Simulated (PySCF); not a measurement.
BrHOZn, SMILES [OH][Zn][Br].

Geometry: B3LYP-D3(BJ)/def2-TZVP. One conformer was computed; it need not be the lowest.

Calculation: TDDFT-PBE0/def2-SVPD run with PySCF 2.14.0.

Vertical excitations. The molecule is in vacuum. State labels are in the subgroup Cs.

Computed excitation energies, oscillator strengths and character:
```json
[
 {"state": "S1", "symmetry": "A\"", "energy (eV)": "5.33", "λ (nm)": "232", "f": "0.000", "main pairs": "HOMO→LUMO 92 %"},
 {"state": "S2", "symmetry": "A'", "energy (eV)": "5.65", "λ (nm)": "220", "f": "0.024", "main pairs": "HOMO−1→LUMO 99 %"},
 {"state": "S3", "symmetry": "A\"", "energy (eV)": "5.89", "λ (nm)": "210", "f": "0.057", "main pairs": "HOMO−2→LUMO 92 %"},
 {"state": "S4", "symmetry": "A'", "energy (eV)": "6.56", "λ (nm)": "189", "f": "0.091", "main pairs": "HOMO−3→LUMO 78 %, HOMO→LUMO+2 14 %"},
 {"state": "S5", "symmetry": "A\"", "energy (eV)": "6.81", "λ (nm)": "182", "f": "0.000", "main pairs": "HOMO→LUMO+1 98 %"},
 {"state": "S6", "symmetry": "A'", "energy (eV)": "7.05", "λ (nm)": "176", "f": "0.003", "main pairs": "HOMO−1→LUMO+1 66 %, HOMO→LUMO+2 29 %"},
 {"state": "S7", "symmetry": "A\"", "energy (eV)": "7.19", "λ (nm)": "173", "f": "0.000", "main pairs": "HOMO−1→LUMO+2 99 %"},
 {"state": "S8", "symmetry": "A\"", "energy (eV)": "7.29", "λ (nm)": "170", "f": "0.001", "main pairs": "HOMO−2→LUMO+1 97 %"},
 {"state": "S9", "symmetry": "A'", "energy (eV)": "7.32", "λ (nm)": "169", "f": "0.021", "main pairs": "HOMO−4→LUMO 45 %, HOMO→LUMO+2 31 %, HOMO−1→LUMO+1 12 %, HOMO−2→LUMO+2 8 %"},
 {"state": "S10", "symmetry": "A'", "energy (eV)": "7.68", "λ (nm)": "162", "f": "0.036", "main pairs": "HOMO−2→LUMO+2 47 %, HOMO−3→LUMO+1 45 %"},
 {"state": "T1", "symmetry": "A\"", "energy (eV)": "4.98", "λ (nm)": "249", "f": "0", "main pairs": "HOMO→LUMO 83 %, HOMO−2→LUMO 14 %"},
 {"state": "T2", "symmetry": "A'", "energy (eV)": "5.30", "λ (nm)": "234", "f": "0", "main pairs": "HOMO−1→LUMO 95 %"},
 {"state": "T3", "symmetry": "A\"", "energy (eV)": "5.47", "λ (nm)": "227", "f": "0", "main pairs": "HOMO−2→LUMO 82 %, HOMO→LUMO 14 %"},
 {"state": "T4", "symmetry": "A'", "energy (eV)": "5.69", "λ (nm)": "218", "f": "0", "main pairs": "HOMO−3→LUMO 92 %"}
]
```
Triplets are in the Tamm–Dancoff approximation, which puts them higher than full response would, so one can lie above its singlet here.
